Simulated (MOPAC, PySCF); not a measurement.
HBBr2S, SMILES `BrB(S)Br` (H–S–B–Br torsion 0°), neutral singlet in the gas phase. 

Z-matrix (Å, degrees):
```
B
S 1 1.7850
H 2 1.3455 1 96.72
Br 1 1.9132 2 117.01 3 -180.00
Br 1 1.9139 2 123.10 3 -0.01
```
Charge 0, spin multiplicity 1.

All levels are single points at this geometry (r2SCAN-D4/def2-TZVP); Pople sets use spherical d functions. Orbital energies aren't observables, and empty levels follow the basis.

```json
[
 {"level": "PBE-D3(BJ)/def2-TZVP in PySCF", "HOMO (eV)": "-7.07", "LUMO (eV)": "-2.46", "gap (eV)": "4.61", "dipole (D)": "1.19", "vertical IE, Delta-SCF (eV)": "–"},
 {"level": "r2SCAN-D4/def2-TZVP in PySCF", "HOMO (eV)": "-7.38", "LUMO (eV)": "-2.24", "gap (eV)": "5.14", "dipole (D)": "1.25", "vertical IE, Delta-SCF (eV)": "–"},
 {"level": "B3LYP/3-21G in PySCF", "HOMO (eV)": "-7.85", "LUMO (eV)": "-1.52", "gap (eV)": "6.33", "dipole (D)": "1.27", "vertical IE, Delta-SCF (eV)": "–"},
 {"level": "B3LYP/6-311+G** (LANL2DZ on Br) in PySCF", "HOMO (eV)": "-8.07", "LUMO (eV)": "-1.69", "gap (eV)": "6.38", "dipole (D)": "1.49", "vertical IE, Delta-SCF (eV)": "–"},
 {"level": "B3LYP/LANL2DZ in PySCF", "HOMO (eV)": "-8.15", "LUMO (eV)": "-1.77", "gap (eV)": "6.38", "dipole (D)": "1.63", "vertical IE, Delta-SCF (eV)": "–"},
 {"level": "M06-2X/6-31G* in PySCF", "HOMO (eV)": "-9.42", "LUMO (eV)": "-0.83", "gap (eV)": "8.58", "dipole (D)": "1.43", "vertical IE, Delta-SCF (eV)": "–"},
 {"level": "SVWN5/6-31G* in PySCF", "HOMO (eV)": "-7.14", "LUMO (eV)": "-2.57", "gap (eV)": "4.57", "dipole (D)": "1.40", "vertical IE, Delta-SCF (eV)": "–"},
 {"level": "HF/3-21G in PySCF", "HOMO (eV)": "-11.10", "LUMO (eV)": "1.88", "gap (eV)": "12.98", "dipole (D)": "1.42", "vertical IE, Delta-SCF (eV)": "–"},
 {"level": "HF/6-31G* in PySCF", "HOMO (eV)": "-11.04", "LUMO (eV)": "2.01", "gap (eV)": "13.05", "dipole (D)": "1.38", "vertical IE, Delta-SCF (eV)": "9.74"},
 {"level": "AM1 in MOPAC", "HOMO (eV)": "-10.46", "LUMO (eV)": "-1.41", "gap (eV)": "9.05", "dipole (D)": "1.64", "vertical IE, Delta-SCF (eV)": "–"},
 {"level": "PM3 in MOPAC", "HOMO (eV)": "-10.95", "LUMO (eV)": "-0.87", "gap (eV)": "10.08", "dipole (D)": "2.26", "vertical IE, Delta-SCF (eV)": "–"},
 {"level": "PM6 in MOPAC", "HOMO (eV)": "-10.15", "LUMO (eV)": "-2.16", "gap (eV)": "7.99", "dipole (D)": "1.67", "vertical IE, Delta-SCF (eV)": "–"},
 {"level": "PM7 in MOPAC", "HOMO (eV)": "-9.95", "LUMO (eV)": "-2.52", "gap (eV)": "7.43", "dipole (D)": "1.93", "vertical IE, Delta-SCF (eV)": "–"}
]
```
